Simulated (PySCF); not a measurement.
PySCF 2.14 output of an unrestricted r2SCANh calculation on a single atom or ion in aug-cc-pVQZ-DK3 (10s9p7d4f2g, 118 functions), with scalar relativity by spin-free X2C-1e:

```
SCF conv_tol = 1e-09
number electrons alpha = 42  beta = 40
    M. Bursch, H. Neugebauer, S. Ehlert, and S. Grimme.,  J. Chem. Phys. 156, 134105 (2022)
cycle= 1 E= -20247.5577958165  delta_E= -0.012  |g|= 0.0267  |ddm|= 2.24
cycle= 2 E= -20247.5581088769  delta_E= -0.000313  |g|= 0.0116  |ddm|= 0.397
cycle= 3 E= -20247.5582431477  delta_E= -0.000134  |g|= 0.00514  |ddm|= 0.141
cycle= 4 E= -20247.5582716833  delta_E= -2.85e-05  |g|= 0.00214  |ddm|= 0.0558
cycle= 5 E= -20247.5582748252  delta_E= -3.14e-06  |g|= 0.000249  |ddm|= 0.0203
cycle= 6 E= -20247.5582750205  delta_E= -1.95e-07  |g|= 5.43e-05  |ddm|= 0.00417
cycle= 7 E= -20247.5582750275  delta_E= -7.05e-09  |g|= 4.25e-06  |ddm|= 0.00113
cycle= 8 E= -20247.5582750276  delta_E= -9.46e-11  |g|= 1.31e-06  |ddm|= 0.000175
converged SCF energy = -20247.5582750276  <S^2> = 2.0049205  2S+1 = 3.0032785
```

The run itself started from symmetry-adapted Hartree-Fock orbitals and held the occupation by maximum overlap, on a logarithmic radial grid, so the iterations belong to that start.

Q: Which element, charge and spin multiplicity is this?

A: Tl⁻ (thallium, charge -1), multiplicity 3; the state was [Xe] 4f14 5d10 6s2 6p2, high-spin 3P determinant.

Spin-orbit coupling is strong in this species (close to jj coupling), so the high-spin LS determinant is a model state, not a physical level. At r2SCANh the highest occupied level has a positive energy, so only the finite basis holds that electron; in a semilocal or global hybrid functional this comes from self-interaction and does not mean that the real anion is unbound.
